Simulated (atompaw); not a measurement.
**P (Z = 15): PAW (atompaw) pseudisation with PBEsol, scalar-relativistic reference atom.**

P, PAW, made with atompaw 4.2.0.5 (PBEsol, scalar-relativistic). Core [Ne], reference 3s2 3p3. Waves: 3s (bound): rc 1.35 bohr; 3s channel at 1.3 Ry: rc 1.35 bohr; 3p (bound): rc 1.55 bohr; 3p channel at 1.9 Ry: rc 1.55 bohr. Local part: vpsmatchnc scheme with l = 2 at 0 Ry, radius 1.15 bohr. Core correction: smooth core density matched at 1.55 bohr. Augmentation charge: sinc compensation charge, radius 1.15 bohr; PAW radius 1.55 bohr; waves and projectors: custom rrkj gramschmidtortho.

**Question.** Estimate the cutoffs (Ry, on a coarse ladder) from which the occupation-weighted sum of valence levels, in a spherical-Bessel basis at the reference potential, stays within 10 and 1 mRy of its value at 400 Ry.

**Answer.** 21 Ry and 35 Ry.

**Question.** Does the potential have ghost states?

**Answer.** Ghost state, extra bound levels that the all-electron valence spectrum of the same l lacks: s at -121.4 eV. A true bound ghost makes a file unfit for plane-wave use.

**Question.** Is the overlap operator S = 1 + Σ q|β⟩⟨β| positive definite (Bessel basis up to 400 Ry)?

**Answer.** Yes: its lowest eigenvalue is 0.53 (s channel).
